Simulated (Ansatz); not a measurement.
Li₄H₄, relaxed as a singlet with RKS PBE0-D4/def2-TZVP in Ansatz, starting from the GFN2-xTB geometry. Force threshold 0.02 eV/Å.

Start:

Cartesian coordinates in Å:
```
Li -0.4831 -2.0137 -0.1379
H -1.4373 -0.7904 -0.4148
Li -1.3492 0.7486 -0.1551
H -0.7721 2.0661 -0.7523
Li 0.7991 1.7707 -0.7301
H 1.5106 0.7331 0.2174
Li 1.0186 -0.4949 1.0502
H 0.7133 -2.0195 0.9226
```

(1) Estimate the energy that the relaxation releases and the steps that it takes.

(2) Does the start keep its bonding and symmetry?

(3) Predict the relaxed structure.

## Answers

(1) 0.72 eV, in 7 steps; 3.6 s on 4 threads of Arm Neoverse V2 on a shared host. The force fell under the threshold at step 6, but the optimiser went on. No frequencies were taken in this run, so the end may be a saddle point.

(2) Bonds lost: Li3–Li7 (atoms count from 1). Metal–metal contacts that move far: Li1–Li7 2.44 to 3.00 Å, Li3–Li5 2.45 to 3.00 Å. Point group C2 at the start, D4h at the end, both within 0.05 Å.

(3) 
Cartesian coordinates in Å:
```
Li -0.8262 -1.9340 0.2474
H -2.0090 -0.9574 -0.4552
Li -1.8240 0.6703 -0.8514
H -0.7583 1.9752 -0.8256
Li 0.8233 1.9364 -0.2388
H 2.0084 0.9581 0.4574
Li 1.8270 -0.6727 0.8420
H 0.7590 -1.9758 0.8241
```
Bond lengths (bridged metal pairs left out): 8 × H–Li 1.68 to 1.69 Å.
